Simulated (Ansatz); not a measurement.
Ansatz (a first-principles code) input (PBE/3-21G): The .json file is the Basis Set Exchange's 3-21G.

Ansatz 0.2 input:
```yaml
crystal:
  periodic: [false, false, false]
  atoms:
    - {symbol: Sc, position_ang: [0.36400093, 0.17701322, 0.11925598]}
    - {symbol: F, position_ang: [-0.64800757, 0.96453626, -1.19564699]}
    - {symbol: F, position_ang: [-0.20132794, -1.37756711, 0.91738304]}
basis:
  gaussian:
    orbitals: 3-21G.json
hamiltonian:
  xc: {name: PBE}
magnetization: {spin_polarized: true, initial_magnetization: 1}
output: {forces: true}
```

### Question
What final total energy does it give?

### Answer
-955.33883 Eh.
